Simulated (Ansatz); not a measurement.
Ansatz (a first-principles code) input:

Ansatz 0.2 input:
```yaml
crystal:
  periodic: [false, false, false]
  atoms:
    - {symbol: Si, position_ang: [-0.37602088, 0.42388213, 1.20625302]}
    - {symbol: Br, position_ang: [0.94016301, -0.93238406, -0.36411320]}
    - {symbol: Cl, position_ang: [-1.62596546, 1.57053485, -0.24374003]}
basis:
  gaussian:
    orbitals: def2-TZVPD
hamiltonian:
  xc: {name: B97M-V}
total_charge: -1
magnetization: {spin_polarized: true, initial_magnetization: 1}
output: {forces: true}
```

Question: Which total energy does the run end on?

Answer: -3323.32668 Eh (B97M-V/def2-TZVPD). The basis has 146 functions.
